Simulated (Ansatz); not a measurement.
CH3Cl3Si (SMILES C[Si](Cl)(Cl)Cl), singlet, geometry from GFN2-xTB; Ansatz (an electronic-structure program) with SVWN5/3-21G.

The Ansatz input:
Ansatz 0.2 input:
```yaml
crystal:
  periodic: [false, false, false]
  atoms:
    - {symbol: C, position_ang: [-2.08539302, -0.43002418, 0.05735758]}
    - {symbol: Si, position_ang: [-0.22565362, -0.04653152, 0.00620648]}
    - {symbol: Cl, position_ang: [0.68040569, -1.19502435, -1.39062803]}
    - {symbol: Cl, position_ang: [0.06775652, 1.90072752, -0.45554951]}
    - {symbol: Cl, position_ang: [0.60976201, -0.42568869, 1.80882858]}
    - {symbol: H, position_ang: [-2.26630565, -1.46926637, 0.31744164]}
    - {symbol: H, position_ang: [-2.59468576, 0.18660249, 0.79274175]}
    - {symbol: H, position_ang: [-2.55221147, -0.24599592, -0.90628735]}
basis:
  gaussian:
    orbitals: 3-21G.json
hamiltonian:
  xc: {name: SVWN5}
```
The basis file holds 3-21G in the JSON format of the Basis Set Exchange.

Q: What does Ansatz print? Leave out banner, timings and long lists.

A: 
```
Functional definition: SVWN5
748 factors; integrals over basis functions are off by at most 1.0e-3 eV
mean field evaluation 1: about -46138.3881 eV, gradient 5.0e1 eV
mean field evaluation 2: about -46131.8891 eV, gradient 6.5e1 eV
mean field evaluation 4: about -46144.1712 eV, gradient 3.0e0 eV
mean field evaluation 8: about -46144.1683 eV, gradient 1.5e-2 eV
mean field -46144.16828454 eV, -1695.7669068163 hartree, gradient 2.4e-5 eV, S^2 0.000000; 0 other end points of the search recorded, 0 dependent functions left out
reference -46144.16831352 eV, -1695.7669078813 hartree; 37, 37 occupied and 30, 30 virtual orbitals, 748 factors
Total energy: -46144.16831352 eV, -1695.7669078813 hartree
```
